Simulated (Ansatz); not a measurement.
Computed with Ansatz on PBE0-D4/def2-TZVP structures; ΔE is electronic, products minus reactants. CCSD(T)/CBS adds triple-zeta CCSD(T) − MP2 to the extrapolated MP2 energy (def2 sets, frozen cores). This one scheme is used for every species. Functionals use def2-TZVPP. HSE06 is defined as in plane-wave codes. def2 core potentials past Kr. For Ga, I outer-core shells are correlated without core-valence functions, which leaves a few kJ/mol of doubt a bond. Scalar relativity is left out up to krypton.

Consider the cleavage of the Ga–Si bond: `[F][GaH][SiH3]` + HI → `[F][GaH][I]` + SiH₄.

Question: Is it downhill or uphill in electronic energy at CCSD(T)/CBS, and by how much? (Estimate.)

Answer: Computed: Downhill: ΔE = -27.5 kcal/mol.

Question: What do these levels give: BLYP-D4, r2SCAN-D4, r2SCAN0-D4, BHLYP-D4, B2PLYP, revPBE, r2SCAN0, HSE06, LC-ωPBE, RPA@PBE/def2-TZVPP, CCSD/def2-SVP, MP2/def2-TZVPP? (Estimate.)

Answer: The calculation gave: BLYP-D4 -25.2, r2SCAN-D4 -27.0, r2SCAN0-D4 -28.0, BHLYP-D4 -29.0, B2PLYP -28.0, revPBE -24.3, r2SCAN0 -28.1, HSE06 -26.0, LC-ωPBE -25.8, RPA@PBE/def2-TZVPP -26.0, CCSD/def2-SVP -28.7, MP2/def2-TZVPP -30.0 kcal/mol.

Largest T1 diagnostic among the species: 0.014.

From PBE to PBE0 (25 % exact exchange), in def2-TZVPP and without D4, ΔE moves by −1.8 kcal/mol. In def2-TZVPP, CCSD(T) changes the Hartree–Fock value by +5.1 kcal/mol (the triples alone add +0.2 kcal/mol) and MP2 by +2.3 kcal/mol. At CCSD(T), def2-SVP lies −1.1 kcal/mol from the extrapolated value and def2-TZVPP +0.3 kcal/mol.
